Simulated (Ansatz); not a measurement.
Molecule: CH₆BO₃, charge 1, multiplicity 1. It need not be the lowest isomer of its formula. 
Structure (B3LYP-D3(BJ)/def2-TZVP (Ansatz, a quantum-chemistry and plane-wave program) minimum search):
```xyz
11

C     -2.0193    -0.2165    -0.3495
O     -0.6152    -0.5840    -0.3873
B      0.3735     0.1220     0.1101
O      0.5815     1.2659     0.7523
O      1.6847    -0.5708    -0.1131
H     -2.3821    -0.2885     0.6738
H     -2.1493     0.7908    -0.7422
H     -2.5403    -0.9287    -0.9802
H     -0.1596     1.8366     0.9851
H      1.7411    -1.4197    -0.5829
H      2.5307    -0.1900     0.1773
```
Charge +1, spin multiplicity 1.

Total electronic energies in hartree. Cores are frozen in the correlated levels unless marked. No spin-orbit coupling. No relativistic terms. Basis-set limits of correlation are two-point, X^-3; Hartree-Fock from the larger set. The bracket is a focal-point correction in the basis named.

```csv
level,program,energy (Eh)
HF/cc-pVQZ,Ansatz,-290.66117
SVWN5/def2-TZVPD,Ansatz,-289.94951
PBE-D4/def2-TZVPD,Ansatz + dftd4,…
BLYP-D4/def2-TZVPD,Ansatz + dftd4,-292.15639
revPBE-D3(BJ)/def2-TZVPD,Ansatz + dftd3,-292.13248
r2SCAN/def2-TZVPD,Ansatz,-292.06427
PBE0/STO-3G,Ansatz,-287.95274
PBE0/6-31G*,Ansatz,…
BHLYP/def2-TZVPD,Ansatz,-292.07425
r2SCANh-D4/def2-TZVPD,Ansatz + dftd4,-292.05042
CAM-B3LYP/def2-TZVPD,Ansatz,-292.11007
B2PLYP-D3(BJ)/def2-TZVPD,Ansatz + dftd3,-292.01291
RPA@PBE/cc-pVQZ,Ansatz,-292.27462
MP2/cc-pVDZ,Ansatz,-291.31589
"MP2/CBS(cc-pVTZ,cc-pVQZ)",Ansatz,-291.7671
"RI-MP2/CBS(cc-pVTZ,cc-pVQZ)",Ansatz,-291.7668
SCS-MP2/STO-3G,Ansatz,-286.99603
SCS-MP2/6-31G,Ansatz,-290.88969
CCSD/6-31G*,Ansatz,-291.27092
CCSD(T)/6-31G,Ansatz,-290.93170
CCSD(T) with core electrons/cc-pwCVTZ,Ansatz,-291.95029
"RI-MP2/CBS(cc-pVTZ,cc-pVQZ)+[CCSD(T)-MP2]/cc-pVQZ",Ansatz,-291.8214
"CCSD(T)/CBS(cc-pVTZ,cc-pVQZ)",Ansatz,-291.8182
```

**Question.** What belongs in the gaps?

**Answer.** 
- PBE-D4/def2-TZVPD, energy (Eh): -291.88224
- PBE0/6-31G*, energy (Eh): -291.75256
